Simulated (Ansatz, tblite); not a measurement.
Cost and result up the ladder for Ag2F2 (the lowest singlet isomer of a short search) (4 atoms). Charge 0, multiplicity 1. Geometry: PBE-D4/def2-TZVP.

Cartesian coordinates in Å:
```
Ag -1.3108 0.6440 0.1890
Ag 1.3103 -0.6439 -0.1892
F -0.6674 -1.4727 0.4011
F 0.6678 1.4727 -0.4010
```

Ansatz on 4 threads of Arm Neoverse V2 on a shared host; xTB runs through tblite on one thread. Times are rough, summed over both states, and most runs start from the orbitals of an earlier one. PBE-QIDH/def2-TZVP serves as the yardstick here, not as an exact answer. The other state is a triplet at its own geometry.

In the def2 sets Ag takes a core potential; there is no spin–orbit coupling. The xTB rows come from tblite. LC-ωPBE has ω = 0.4 bohr⁻¹. HSE06 is defined as in plane-wave codes, on full-range PBE exchange. Correlated methods freeze 2 core orbitals; core or outer-core shells of Ag are correlated, in sets that lack core-valence functions. The structure comes from a short search, and lower isomers may exist.

Run but left out: HF/STO-3G (triplet: ⟨S²⟩ 2.98, where a pure state has 2.00).

Second-order perturbation terms are unreliable where d shells bring near-degenerate states, and here PBE-QIDH/def2-TZVP lies more than 0.4 eV from the median of the functionals without such a term.

Correlated methods converge slowly with the basis.

xTB has no spin-polarisation term.

```csv
level,functions,wall time,triplet − singlet (eV),difference from PBE-QIDH/def2-TZVP (eV),remarks
GFN2-xTB,26,0.005 s,3.19,-0.38,–
GFN1-xTB,26,0.007 s,2.61,-0.96,–
PBE-D4/def2-TZVP,142,3.5 s,2.20,-1.38,–
HSE06-D4/def2-TZVP,142,5.8 s,2.97,-0.60,–
PBE0-D4/def2-TZVP,142,6.3 s,3.00,-0.58,–
RPA@PBE/def2-TZVP,142,6.8 s,2.65,-0.92,–
PBE-QIDH/def2-TZVP,142,7.3 s,3.58,0.00,test for broken spin undecided (singlet)
LC-ωPBE/def2-TZVP (with forces),142,8.1 s,3.47,-0.11,–
B97M-V/def2-TZVP,142,13 s,2.32,-1.25,–
r2SCAN-D4/def2-TZVP,142,15 s,2.40,-1.17,–
```
